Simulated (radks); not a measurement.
The numbers below are computed, except where a source is named.
Q: Level of theory: scalar-relativistic Kohn-Sham, LDA (Slater exchange, Perdew-Wang correlation), spin-unpolarised, spherical densities, finite nucleus; Fermi nuclear charge, rms radius of each element as measured or else 0.836 A^(1/3) + 0.57 fm (a radial shooting solver on a logarithmic mesh with Libxc functionals). Response by self-consistent Sternheimer equations with the Hartree and adiabatic LDA kernel, the relativistic mass of each level held fixed and spin-orbit coupling left out. For heavy and open-shell atoms this level of theory can miss by tens of per cent. Rank Ba, O, Ne2+, Hf+, Sb, Kr2+, Mo, Sn+ (NIST ground configurations) by static dipole polarisability, largest first.

A: Ba 238.6, Mo 79.44, Sb 50.82, Hf+ 48.99, Sn+ 26.26, Kr2+ 7.467, O 6.018, Ne2+ 0.8653 bohr^3.
